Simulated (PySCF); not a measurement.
C₄H₆BFO, SMILES FB1CC=CCO1. Heavy atoms are numbered as in [F:1][B:2]1[CH2:3][CH:4]=[CH:5][CH2:6][O:7]1. Hydrogens are named by the atom that carries them.

Geometry: B3LYP-D3(BJ)/def2-SVP. The structure was generated by enumeration, and PubChem lists no compound with its InChIKey, so it may never have been made. One conformer was computed; it need not be the lowest.

These are PBE/def2-TZVP run with PySCF values and carry that method's errors.

ESP charges are fitted to the potential on shells at 1.4 to 2.0 van der Waals radii. Atomic charges (e), one atom of each kind:

```tsv
atom	Löwdin	Mulliken	ESP fit
F1	?	-0.21	-0.35
B2	?	0.32	0.77
C3 (CH2)	?	-0.29	-0.37
C4 (CH)	-0.16	-0.12	-0.02
C5 (CH)	?	-0.18	-0.36
C6 (CH2)	?	0.00	0.19
O7	0.41	-0.21	-0.46
H on C3	0.17	0.12	0.10
H on C4	0.14	0.11	0.10
H on C5	0.15	0.11	0.15
H on C6	0.14	0.11	0.07
```

Question: Complete the blanks. (The exact figures need the calculation; the answer reports its results.)

Answer: 
- F1, Löwdin: 0.34
- B2, Löwdin: -0.88
- C3 (CH2), Löwdin: -0.20
- C5 (CH), Löwdin: -0.18
- C6 (CH2), Löwdin: -0.26

Question: Give the Mayer and Wiberg (Löwdin basis) orders of the bonds. (An estimate is asked for; the answer gives what the named calculation found.)

Answer: 
```csv
bond,Mayer,Wiberg
F1–B2,1.23,2.06
B2–C3,1.04,1.19
C3–C4,0.96,1.21
C4–C5,1.94,2.02
C5–C6,1.01,1.25
B2–O7,1.35,1.89
C6–O7,1.00,1.36
```
